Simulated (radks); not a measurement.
Coulomb parameter of the 4f shell of the samarium ion Sm2+ in the model configuration [Xe] 4f4.5 6s1.5, as a second difference U = [E(n + 0.5) + E(n - 0.5) - 2 E(n)] / (0.5)^2 with all orbitals relaxed. "Bare": the charge of the atom changes with n. "Screened": the 6s shell takes up the change at fixed total charge, which measures U(4f,4f) + U(6s,6s) - 2 U(4f,6s). All-electron calculation, scalar-relativistic Kohn-Sham, LDA (Slater exchange, Perdew-Wang correlation), spin-unpolarised, spherical densities, finite nucleus; Fermi nuclear charge, rms radius 5.0819 fm. Program: a radial shooting solver on a logarithmic mesh with Libxc functionals.

case              configuration  E - E(n) (eV)
start          [Xe] 4f4.5 6s1.5          0.000
bare +0.5        [Xe] 4f5 6s1.5        -12.382
bare -0.5        [Xe] 4f4 6s1.5         16.877
screened +0.5      [Xe] 4f5 6s1         -5.095
screened -0.5      [Xe] 4f4 6s2          7.086

U(bare) = 17.981 eV, U(screened by 6s) = 7.963 eV, against the Slater integral F0(4f,4f) = 28.700 eV with frozen orbitals.
